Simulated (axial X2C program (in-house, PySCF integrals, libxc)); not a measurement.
## HfF⁺: nuclear properties from DFT to coupled cluster

Computed with an axial X2C code built on PySCF integrals: two-component X2C with atomic mean-field Coulomb and Gaunt terms, Gaussian nuclei, basis Hf dyall-acv3z, F dyall-av3z with contracted cores.

R = 1.811 Å (near the PBE0 minimum at charge 1 of the determinant lowest at the starting distance; the state shown can have its own minimum elsewhere); state Ω = 1 (⟨Sz⟩ = -0.99, ⟨Lz⟩ = 1.99 at PBE0).

```json
{"level": "PBE0", "Eeff magnitude (GV/cm)": "20.2", "Ws magnitude Hf (kHz)": "17.8", "A∥/gI Hf (MHz)": "-6140", "A∥/gI F (MHz)": "-10.7"}
{"level": "HF", "Eeff magnitude (GV/cm)": "25.9", "Ws magnitude Hf (kHz)": "22.9", "A∥/gI Hf (MHz)": "-6020", "A∥/gI F (MHz)": "-3.92"}
{"level": "B3LYP", "Eeff magnitude (GV/cm)": "22.2", "Ws magnitude Hf (kHz)": "19.7", "A∥/gI Hf (MHz)": "-6280", "A∥/gI F (MHz)": "-12.7"}
```

Eeff is the effective electric field on the electron electric dipole moment in this Ω state and Ws the scalar–pseudoscalar constant of the nucleus named (defined with the proton number Z and per Ω); A∥ (defined per Ω) follows by multiplying with gI = μI/(I μN). The operators were transformed with the bare-nucleus X2C matrices; with these basis sets, hyperfine constants and field gradients can be off by tens of per cent, and where levels differ in sign neither size nor sign is settled.

Finite-field MP2, CCSD and CCSD(T), with 18 electrons correlated in 130 natural virtual spinors (MP2 remainder added):

```tsv
level	Eeff magnitude (GV/cm)	Ws magnitude Hf (kHz)	A∥/gI Hf (MHz)	A∥/gI F (MHz)
MP2	23.9	21.1	-6080	-15
CCSD	24.5	21.6	-6100	-11.9
CCSD(T)	24.2	21.3	-6080	-13.2
```

T1 = 0.016 (Lee–Taylor). One unrestricted determinant, the lowest of a limited PBE0 search, is the reference; the functionals treat spin collinearly. With several open shells it need not be a pure state. Correlation of the inner shells is missing, which matters for properties at the nucleus. Number of frozen shells: Hf 4 s, 3 p, 2 d, 1 f; F 1 s.

(1) By how much does correlation change each value, CCSD(T) against HF?

Results:

(1) Eeff magnitude -7 %; Ws magnitude Hf -7 %; A∥/gI Hf 1 %; A∥/gI F 237 %.
